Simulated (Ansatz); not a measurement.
Ligand-field states of MnCl2 at its PBE-D4/def2-TZVP geometry (relaxed as a sextet).

Cartesian coordinates in Å:
```
Mn 0.003 -0.003 -0.004
Cl 1.297 1.726 -0.172
Cl -1.300 -1.723 0.176
```

CASSCF(5,5) on the Mn 3d shell in def2-TZVP, averaged with equal weights over 1 sextet and 12 quartets and 9 doublets, then SC-NEVPT2; Ansatz, no spin–orbit coupling. The space holds no ligand orbitals and no second d shell, so covalent complexes are described poorly.

Estimate the states' energies above the lowest.


```tsv
state	CASSCF (cm⁻¹)	NEVPT2 (cm⁻¹)
sextet 1	0	0
quartet 1	28773	25784
quartet 2	28773	25784
quartet 3	29148	25946
quartet 4	29148	25946
quartet 5	29341	26465
quartet 6	29492	26500
quartet 7	29492	26500
quartet 8	30253	27451
quartet 9	30253	27451
quartet 10	32467	27665
quartet 11	32467	27665
quartet 12	34950	30267
doublet 1	42002	38772
doublet 2	42002	38772
doublet 3	42114	38606
doublet 4	42114	38606
doublet 5	42298	38879
doublet 6	42330	38852
doublet 7	42330	38852
doublet 8	42347	38787
doublet 9	42347	38787
```
The lowest NEVPT2 state is a sextet. It took 13 s on 2 threads of Intel Xeon 6975P-C on a shared host.
